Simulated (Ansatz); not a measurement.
SeF2. The state is a singlet with charge 0. Geometry r2SCAN-D4/def2-TZVP.

Cartesian coordinates in Å:
```
Se 0.2888 0.7026 -0.1326
F 0.2193 -0.2662 1.3100
F -0.5082 -0.4364 -1.1774
```

HSE06 is defined as in plane-wave codes, on full-range PBE exchange.

Q: Estimate the orbital energies around the gap (eV) in Ansatz with r2SCAN-D4/def2-TZVP, PBE0-D4/def2-TZVP, PBE0-D4/def2-TZVPD, r2SCAN0-D4/def2-TZVP, HSE06-D4/def2-TZVP.

A: 
```csv
orbital,r2SCAN-D4/def2-TZVP,PBE0-D4/def2-TZVP,PBE0-D4/def2-TZVPD,r2SCAN0-D4/def2-TZVP,HSE06-D4/def2-TZVP
HOMO−13,-57.76,-61.46,-61.55,-62.34,-61.05
HOMO−12,-57.34,-61.03,-61.13,-61.92,-60.63
HOMO−11,-57.26,-60.94,-61.04,-61.83,-60.54
HOMO−10,-57.15,-60.84,-60.94,-61.73,-60.44
HOMO−9,-32.24,-34.19,-34.28,-35.31,-33.77
HOMO−8,-31.50,-33.42,-33.52,-34.56,-33.01
HOMO−7,-18.62,-20.18,-20.26,-20.63,-19.75
HOMO−6,-13.57,-14.91,-15.01,-15.28,-14.51
HOMO−5,-12.48,-13.92,-14.01,-14.29,-13.50
HOMO−4,-11.86,-13.49,-13.58,-13.91,-13.07
HOMO−3,-10.88,-12.57,-12.66,-12.98,-12.15
HOMO−2,-10.73,-12.26,-12.36,-12.65,-11.84
HOMO−1,-10.72,-12.00,-12.09,-12.32,-11.59
HOMO,-6.08,-7.19,-7.26,-7.39,-6.78
LUMO,-3.21,-2.38,-2.50,-2.30,-2.77
LUMO+1,-2.38,-1.54,-1.72,-1.40,-1.92
LUMO+2,5.69,5.58,0.46,6.16,5.21
LUMO+3,5.84,5.62,1.01,6.32,5.25
LUMO+4,5.99,5.89,1.26,6.54,5.52
LUMO+5,7.20,7.63,1.37,8.00,7.24
```
